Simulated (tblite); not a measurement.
Compound: C4H10AlB.
Atom-mapped SMILES: `[BH2:1][C@H:2]1[CH2:3][CH2:4][AlH:5][CH2:6]1` (hydrogens: H7, H8 on B1; H9 on C2; H10, H11 on C3; H12, H13 on C4; H14 on Al5; H15, H16 on C6)

Computed with GFN2-xTB (tblite), gas phase: L-BFGS steps from a force-field or distance-geometry start until the largest atomic force falls under 0.01 eV/Å.

Step 41: E = -432.9526 eV
```
atom  x, y, z in Å  |  force x, y, z in eV/Å
B1     -2.1248    0.2134    0.3776    0.030   0.035   0.019
C2     -0.6040   -0.0848    0.4893   -0.065  -0.046   0.059
C3      0.0730   -1.1510   -0.3873    0.027   0.014   0.025
C4      1.6149   -1.0546   -0.2769    0.046  -0.011   0.043
Al5     1.7332    0.9329   -0.0900   -0.125  -0.074  -0.050
C6     -0.2262    1.3492   -0.0250    0.018   0.045   0.005
H7     -2.7007    0.0195   -0.6214    0.018  -0.034  -0.065
H8     -2.6941    0.7120    1.2752    0.047  -0.040  -0.016
H9     -0.2243   -0.1964    1.5133    0.049  -0.011   0.000
H10    -0.2802   -2.1406   -0.0807   -0.002   0.042  -0.078
H11    -0.2261   -0.9855   -1.4259   -0.027  -0.059   0.048
H12     1.9511   -1.6000    0.6174   -0.030   0.003  -0.006
H13     2.0922   -1.5669   -1.1199   -0.020   0.044   0.019
H14     2.9104    1.9122    0.0652    0.017   0.001  -0.008
H15    -0.7158    1.5337   -0.9888    0.003   0.046   0.002
H16    -0.5862    2.1157    0.6665    0.015   0.046   0.002
```

Step 42: E = -432.9542 eV
```
atom  x, y, z in Å  |  force x, y, z in eV/Å
B1     -2.1207    0.2198    0.3740   -0.018  -0.017  -0.001
C2     -0.6037   -0.0867    0.4898   -0.040  -0.007   0.041
C3      0.0726   -1.1531   -0.3865    0.021   0.024   0.031
C4      1.6141   -1.0562   -0.2760    0.045   0.023   0.018
Al5     1.7285    0.9316   -0.0959   -0.046  -0.039  -0.016
C6     -0.2271    1.3501   -0.0221   -0.007   0.027  -0.002
H7     -2.6959    0.0229   -0.6267    0.037  -0.013  -0.038
H8     -2.6947    0.7069    1.2744    0.047  -0.017  -0.015
H9     -0.2225   -0.1964    1.5125    0.043  -0.025   0.023
H10    -0.2823   -2.1406   -0.0796   -0.002   0.005  -0.056
H11    -0.2289   -0.9911   -1.4248   -0.014  -0.041   0.038
H12     1.9550   -1.5965    0.6188   -0.043  -0.013   0.002
H13     2.0914   -1.5669   -1.1189   -0.008   0.020   0.003
H14     2.9080    1.9129    0.0636   -0.015  -0.024  -0.020
H15    -0.7156    1.5372   -0.9854   -0.015   0.048  -0.012
H16    -0.5856    2.1150    0.6715    0.017   0.047   0.004
```

Step 43: E = -432.9550 eV
```
atom  x, y, z in Å  |  force x, y, z in eV/Å
B1     -2.1194    0.2222    0.3724   -0.030  -0.043  -0.018
C2     -0.6044   -0.0876    0.4908   -0.003   0.017   0.020
C3      0.0729   -1.1532   -0.3855    0.009   0.020   0.025
C4      1.6145   -1.0564   -0.2752    0.022   0.028   0.003
Al5     1.7257    0.9304   -0.0992    0.003  -0.003   0.008
C6     -0.2275    1.3509   -0.0210   -0.029   0.011  -0.001
H7     -2.6938    0.0234   -0.6295    0.046  -0.003  -0.020
H8     -2.6939    0.7043    1.2740    0.033   0.000  -0.008
H9     -0.2210   -0.1969    1.5125    0.031  -0.024   0.030
H10    -0.2829   -2.1404   -0.0805    0.000  -0.014  -0.034
H11    -0.2302   -0.9940   -1.4235   -0.008  -0.021   0.023
H12     1.9552   -1.5954    0.6197   -0.036  -0.022   0.011
H13     2.0906   -1.5662   -1.1185    0.003   0.006  -0.004
H14     2.9069    1.9127    0.0630   -0.035  -0.040  -0.028
H15    -0.7155    1.5393   -0.9843   -0.023   0.045  -0.009
H16    -0.5847    2.1159    0.6734    0.018   0.042   0.002
```

Step 44: E = -432.9557 eV
```
atom  x, y, z in Å  |  force x, y, z in eV/Å
B1     -2.1188    0.2228    0.3711   -0.023  -0.051  -0.024
C2     -0.6049   -0.0881    0.4922    0.028   0.028   0.001
C3      0.0735   -1.1531   -0.3843   -0.004   0.010   0.013
C4      1.6155   -1.0561   -0.2745   -0.008   0.016  -0.004
Al5     1.7232    0.9294   -0.1013    0.032   0.025   0.022
C6     -0.2285    1.3520   -0.0200   -0.042  -0.002   0.002
H7     -2.6908    0.0245   -0.6327    0.046   0.000  -0.009
H8     -2.6928    0.7026    1.2733    0.016   0.010  -0.001
H9     -0.2191   -0.1978    1.5132    0.015  -0.017   0.025
H10    -0.2831   -2.1404   -0.0815    0.006  -0.023  -0.011
H11    -0.2314   -0.9971   -1.4220   -0.001   0.003   0.010
H12     1.9547   -1.5952    0.6204   -0.025  -0.024   0.014
H13     2.0900   -1.5659   -1.1184    0.011  -0.001  -0.006
H14     2.9052    1.9119    0.0614   -0.043  -0.045  -0.031
H15    -0.7163    1.5423   -0.9834   -0.026   0.037   0.000
H16    -0.5841    2.1171    0.6752    0.019   0.035  -0.001
```

Q: Estimate the geometry and energy of step 45. (The exact step hangs on the optimiser's Hessian estimate; all steps are aligned on step 44, rigid shifts and turns removed.)

A: E = -432.9564 eV, largest force 0.062 eV/Å
```
atom  x, y, z in Å  |  force x, y, z in eV/Å
B1     -2.1182    0.2220    0.3697   -0.005  -0.040  -0.019
C2     -0.6046   -0.0882    0.4938    0.043   0.024  -0.013
C3      0.0743   -1.1529   -0.3829   -0.016  -0.004  -0.001
C4      1.6168   -1.0558   -0.2740   -0.037  -0.005  -0.005
Al5     1.7207    0.9284   -0.1020    0.038   0.040   0.025
C6     -0.2303    1.3535   -0.0189   -0.040  -0.009   0.006
H7     -2.6858    0.0267   -0.6370    0.039  -0.004  -0.004
H8     -2.6918    0.7014    1.2719    0.001   0.012   0.001
H9     -0.2165   -0.1989    1.5145   -0.004  -0.004   0.010
H10    -0.2834   -2.1406   -0.0824    0.016  -0.025   0.014
H11    -0.2330   -1.0008   -1.4203    0.008   0.029  -0.002
H12     1.9542   -1.5959    0.6211   -0.016  -0.021   0.010
H13     2.0898   -1.5661   -1.1184    0.015  -0.002  -0.003
H14     2.9026    1.9103    0.0581   -0.038  -0.039  -0.030
H15    -0.7181    1.5469   -0.9821   -0.025   0.021   0.012
H16    -0.5843    2.1188    0.6773    0.020   0.026  -0.002
```

The energy changes by -0.0007 eV. The first-order estimate −F·Δx gives -0.0010 eV and the mean of the old and new forces, exact on a quadratic surface, -0.0007 eV. The step makes an angle of 59° with the force vector and moves no atom by more than 0.007 Å.

Hardware: one thread of an Arm Neoverse N1, on a shared host.
